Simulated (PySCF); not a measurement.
Species: CH5O2Si (charge 0, doublet). It need not be the lowest isomer of its formula. 
Geometry from a B3LYP-D3(BJ)/def2-TZVP (Ansatz) optimisation:
```xyz
9

C     -1.6871    -0.3409     0.2131
Si     0.0357     0.0848    -0.3960
O      0.6992     1.3651     0.4347
O      0.9590    -1.2367    -0.0343
H     -2.3823     0.4794     0.0310
H     -1.6429    -0.5349     1.2885
H     -2.0620    -1.2332    -0.2897
H      0.5304     2.2482     0.0962
H      1.9140    -1.1286    -0.0631
```
Charge 0, spin multiplicity 2.

Dispersion corrections to the total energy (kcal/mol) from the dftd3 and dftd4 libraries through PySCF: D3(BJ) without and D4 with the three-body term, each with the damping fitted for the functional named.

| functional | D3(BJ) | D4 |
|---|---|---|
| HSE06 | -2.41 | -2.82 |
| HF | ? | -13.50 |
| TPSS | -4.64 | -4.93 |
| B2PLYP | -3.08 | -2.53 |
| B3LYP | -6.55 | ? |
| PBE0 | -3.18 | ? |
| BHLYP | -5.24 | -4.38 |

Question: Some entries are withheld; supply them.

Answer: 
- HF, D3(BJ): -31.81
- B3LYP, D4: -5.90
- PBE0, D4: -3.05
